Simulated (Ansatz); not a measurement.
The same group exchange along the group F, Cl, I.

Gas-phase electronic energies from Ansatz, PBE0-D4/def2-TZVP geometries. CCSD(T)/CBS adds triple-zeta CCSD(T) − MP2 to the extrapolated MP2 energy (def2 sets, frozen cores). This one scheme is used for every species. Double bonds are as drawn, so ΔE can hold a change between cis and trans. Functionals use def2-TZVPP. Elements past krypton have def2 core potentials. For I outer-core shells are correlated without core-valence functions, which leaves a few kJ/mol of doubt a bond. One conformer a species, not always the lowest.

```csv
reaction,CCSD(T)/CBS(def2) (eV)
`O/C=C\F` + SiH₄ → `O/C=C/[SiH3]` + H–F,-1.04
`O/C=C\Cl` + SiH₄ → `O/C=C/[SiH3]` + HCl,-0.65
`O/C=C\I` + SiH₄ → `O/C=C/[SiH3]` + HI,?
```

(1) Fill in the missing values. (Best estimate.)

Largest T1 diagnostic: 0.013, for `O/C=C/[SiH3]`.

Results:

(1) The calculation gave: `O/C=C\I` + SiH₄ → `O/C=C/[SiH3]` + HI: -0.42 eV.
